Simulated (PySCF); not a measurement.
**SnCl₂, singlet: structure and spectrum**

These are results of BP86/[Sn def2-TZVP with ECP28, Cl def2-TZVP], scalar-relativistic core potentials, density fitting, no spin–orbit coupling, PySCF, not measurements.

The structure is a minimum.

```xyz
3
charge 0 multiplicity 1, angstrom
Sn    0.0000    0.0000   -0.5642
Cl    1.8301    0.0000    0.9780
Cl   -1.8301    0.0000    0.9780
```

| Quantity | Value |
| --- | --- |
| Point group | C2v |
| Bond lengths | Sn–Cl 2.393 Å (×2) |
| Bond angles | Cl–Sn–Cl 99.8° |
| Heat capacity Cp at 298.15 K | 54.9 J/(mol K) |
| Lowest empty level | -4.00 eV |
| Rotational constants | 0.1605, 0.07197, 0.04968 cm⁻¹ |
| Rotational symmetry number | 2 |
| Dipole moment | 3.21 D |
| Principal polarisabilities | 43.8, 66.4, 83.4 bohr³ |
| Atomisation energy without zero-point energy | 798 kJ/mol |
| Entropy at 298.15 K and 1 bar | 307.4 J/(mol K) |
| Enthalpy at 298.15 K above 0 K | 13.80 kJ/mol |
| Zero-point energy | 4.6 kJ/mol |
| Highest occupied level | -7.12 eV |
| Principal quadrupole moments (Buckingham, traceless) about the centre of mass | -7.43, 1.16, 6.27 D Å |

Harmonic modes (masses in u: Sn 119.902, Cl 34.969):
| symmetry | ω (cm⁻¹) | IR (km/mol) | μ (u) | type |
| --- | --- | --- | --- | --- |
| a1 | 111 | 2.3 | 39.38 | bend |
| b2 | 324 | 87.7 | 42.65 | stretch |
| a1 | 340 | 38.9 | 41.09 | stretch |

In C2v the vibrations span 2a1 + b2. Here b1 is antisymmetric to the molecular plane and b2 lies in it.

Charges (e):
| atom | Mulliken | Löwdin | polar tensor | Mayer order to Sn1 |
| --- | --- | --- | --- | --- |
| Sn1 | 0.69 | 0.04 | 1.14 | – |
| Cl2,3 | -0.35 | -0.02 | -0.57 | 1.07 |

Mulliken populations on Sn1 (electrons outside its core potential): s 3.90, p 7.20, d 10.16, f 0.05.

Outer orbital energies (eV). occupied: -19.65, -12.31, -9.08, -8.24, -8.19, -7.75, -7.47, -7.12; empty: -4.00, -1.72, -1.69, 2.13.

Counting electrons, tin keeps 2 of its valence electrons outside its bonds, so the VSEPR class is AX2E1 and the expected shape is bent (C2v), as computed.

The final relaxation and frequency run took about 70 core-seconds on a shared host.
